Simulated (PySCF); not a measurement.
**Electron correlation in O²⁺ (oxygen, charge +2)**

[He] 2s2 2p2, high-spin 3P determinant. Calculation: PySCF 2.14, in cc-pVTZ; no relativity, point nucleus. Frozen: 1s2; 4 electrons correlated.

MP2 pair energies summed by pair of shells (mhartree):

```
 pair  energy  share (%)
2s-2p  -45.31       60.6
2s-2s  -21.90       29.3
2p-2p   -7.57       10.1
```

Total MP2 correlation energy: -74.79 mhartree.

Same-spin part -13.03 and opposite-spin part -61.76 mhartree; SCS-MP2 scales them by 1/3 and 6/5 to -78.45 mhartree.

```
  level  correlation energy (mhartree)
   CCSD                         -96.44
    (T)                          -1.31
CCSD(T)                         -97.75
```

Diagnostics: T1 = 0.0047, D1 = 0.0096, largest double amplitude 0.122.

Cost of the coupled-cluster step: 0.2 s of wall time on 1 thread of AMD EPYC 9R14 (shared host), for 4 correlated electrons.

Iterations:

```
CC2 = 0
CCSD nocc = (np.int64(3), np.int64(1)), nmo = (29, 29)
frozen orbitals [[0], [0]]
max_cycle = 100
direct = 0
conv_tol = 1e-08
conv_tol_normt = 1e-06
diis_space = 8
diis_start_cycle = 0
Init t2, MP2 energy = -0.0747907197429297
Init E_corr(UCCSD) = -0.0747907197432364
cycle = 1  E_corr(UCCSD) = -0.0889910187953226  dE = -0.0142002991  norm(t1,t2) = 0.0366126
cycle = 2  E_corr(UCCSD) = -0.0932411208391088  dE = -0.00425010204  norm(t1,t2) = 0.0164061
cycle = 3  E_corr(UCCSD) = -0.0965008383537877  dE = -0.00325971751  norm(t1,t2) = 0.00809229
cycle = 4  E_corr(UCCSD) = -0.0964309794366986  dE = 6.98589171e-05  norm(t1,t2) = 0.000799727
cycle = 5  E_corr(UCCSD) = -0.0964450153385257  dE = -1.40359018e-05  norm(t1,t2) = 9.41585e-05
cycle = 6  E_corr(UCCSD) = -0.0964418158841665  dE = 3.19945436e-06  norm(t1,t2) = 1.40768e-05
cycle = 7  E_corr(UCCSD) = -0.0964428688695238  dE = -1.05298536e-06  norm(t1,t2) = 3.05544e-06
cycle = 8  E_corr(UCCSD) = -0.0964426332515386  dE = 2.35617985e-07  norm(t1,t2) = 6.20551e-07
cycle = 9  E_corr(UCCSD) = -0.0964426501380316  dE = -1.6886493e-08  norm(t1,t2) = 7.03533e-08
cycle = 10  E_corr(UCCSD) = -0.0964426517647365  dE = -1.62670491e-09  norm(t1,t2) = 8.74474e-09
UCCSD converged
E(UCCSD) = -73.19646984280872  E_corr = -0.09644265176473654
UCCSD(T) correction = -0.00130856547755099
```
